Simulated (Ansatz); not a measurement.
A geometry relaxed with B3LYP-D3(BJ)/def2-SVP run with Ansatz (a program for electronic structure), charge 0, multiplicity 1:

```xyz
29

C      2.3528    -1.7750    -0.1309
C     -2.3145    -0.3531    -1.7953
H     -2.7403    -0.7158    -2.7464
H     -0.3744     2.4945    -1.8897
Ge    -0.0003    -0.0009    -0.0001
H     -2.8725    -0.8443    -0.9808
H      3.4474    -1.9107    -0.1630
H     -1.8606    -0.8132     1.5347
H     -1.4585     2.0514     0.3761
H      0.9353    -0.8731     2.8816
H      1.9386    -2.2590    -1.0310
H      2.3952     0.1737     0.8434
C      1.9563    -0.2974    -0.0529
H     -0.1079     3.8622    -0.7899
C     -0.1467    -0.6604     2.8712
C     -0.8110    -0.6282    -1.6938
H     -0.6091    -1.7090    -1.7855
H     -0.2726    -0.1448    -2.5270
H     -0.2675     0.4090     3.1115
H      1.9804    -2.3403     0.7396
H      1.1975     2.6988    -1.0956
C     -0.3717     1.9301     0.2277
H      0.1036     2.2574     1.1681
C      0.1092     2.7915    -0.9442
H     -0.6606    -2.0848     1.3043
H      2.3591     0.2567    -0.9177
H     -2.5335     0.7258    -1.7313
H     -0.5988    -1.2330     3.6990
C     -0.7747    -1.0081     1.5180
```

### Question
Write the SMILES of this molecule.

### Answer
`C[CH2][Ge]([CH2]C)([CH2]C)[CH2]C`
